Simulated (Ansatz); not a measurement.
Species: C₃H₂, net charge 0, singlet state. 
Structure (B3LYP-D3(BJ)/def2-TZVP (Ansatz, an electronic-structure program) minimum search):
SMILES: [C][C][CH2]
```xyz
5

C     -0.0184    -0.0120    -1.1190
C      0.0033     0.0022     0.2011
H      0.8505     0.2726    -1.7068
H     -0.9061    -0.3089    -1.6717
C      0.0244     0.0159     1.4810
```

Quantity: vertical ionisation energy (to the doublet state of charge +1; each state is the SCF solution reached for its spin; the UHF <S^2> is 1.58 for the doublet (pure: 0.75); for the doublet T1 is 0.077; for the singlet the Hartree-Fock reference is unstable and T1 is 0.018), in eV. Valence correlation only, unless marked. Open shells are spin-unrestricted. Spin-orbit coupling is left out. Non-relativistic. Basis-set limits of correlation are two-point, X^-3; Hartree-Fock from the larger set. The bracket is a focal-point correction in the basis named.

RI-MP2/CBS(aug-cc-pVTZ,aug-cc-pVQZ)+[CCSD(T)-MP2]/aug-cc-pVTZ (Ansatz) gives 10.75 eV.

Problem. Another calculation gave 10.33 eV. Which level was it?
A. SVWN5/def2-TZVPD (Ansatz)
B. PBE/def2-TZVPD (Ansatz)
C. BHLYP/def2-TZVPD (Ansatz)

Solution. B, PBE/def2-TZVPD (Ansatz). The others give 10.56 (SVWN5), 10.20 (BHLYP) eV.
